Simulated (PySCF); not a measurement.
Species: C₇H₈N₂.
Geometry (GFN2-xTB, Å), atoms numbered from 1 in this order:
```
atom  x, y, z in Å
C1     2.5013    0.1195   -0.4460
N2     2.0859   -1.1417    0.0840
C3     0.9136   -1.3789    0.4721
C4    -0.2627   -0.4861    0.5157
C5    -0.2164    0.7847    1.0859
C6    -1.3687    1.5553    1.0822
N7    -2.5145    1.1543    0.5602
C8    -2.5629   -0.0554    0.0271
C9    -1.4789   -0.9154   -0.0142
H10    3.1540    0.5983    0.2862
H11    1.6863    0.8046   -0.7058
H12    3.1036   -0.0870   -1.3322
H13    0.7261   -2.3973    0.8055
H14    0.6890    1.1517    1.5448
H15   -1.3755    2.5467    1.5166
H16   -3.5217   -0.3466   -0.3820
H17   -1.5654   -1.8947   -0.4605
```

NICS is the negative of the GIAO shielding at a point without a nucleus: at the ring centre (0) and 1 Å above and below it (1); zz is the component along the ring normal. Level: GIAO PBE0/pcSseg-1 (PySCF, non-relativistic, gas phase) on the GFN2-xTB geometry, one conformer.

Ring bond lengths (Å), with Mayer bond orders in brackets: C4–C5 1.394 (1.37), C5–C6 1.386 (1.40), C6–N7 1.321 (1.48), N7–C8 1.323 (1.48), C8–C9 1.384 (1.40), C9–C4 1.394 (1.38).

What do the NICS probes read (ppm)?

```csv
ring,type,NICS(0),"NICS(1), two faces","NICS(1)zz, two faces",rms pucker (Å),"centre to ring atoms, mean (Å)"
C4–C5–C6–N7–C8–C9,6-membered ring with N; formal bonds all aromatic,-7.5,-11.1 / -11.2,-28.2 / -28.9,0.01,1.37
```

What can be read from them?

- C4–C5–C6–N7–C8–C9: mean NICS(1)zz -28.5 ppm, shielded. For a flat ring without four-coordinate atoms the NICS criterion counts such a value as aromatic.

What does the geometric index give? HOMA = 1 − mean of α(R − Ropt)² over the ring bonds, with Krygowski's 1993 parameters (CC: Ropt 1.388 Å, α 257.7 Å⁻²; CN: Ropt 1.334 Å, α 93.52 Å⁻²).

- C4–C5–C6–N7–C8–C9: HOMA 0.99; the largest term is that of C6–N7, α(R − Ropt)² = 0.01. The geometric and the magnetic index point the same way.

How shielded are the nuclei of the rings and their hydrogens (means over atoms taken as equivalent)?

| atoms | environment | σ isotropic (ppm) |
| --- | --- | --- |
| C4 | substituted aromatic carbon | 41.9 |
| C5 (×2) | aromatic CH carbon | 60.0 |
| C6 (×2) | aromatic CH next to a ring nitrogen | 30.6 |
| N7 | pyridine-type nitrogen | -96.7 |
| H14 (×2) | aromatic hydrogen | 24.53 |
| H15 (×2) | aromatic hydrogen | 22.59 |
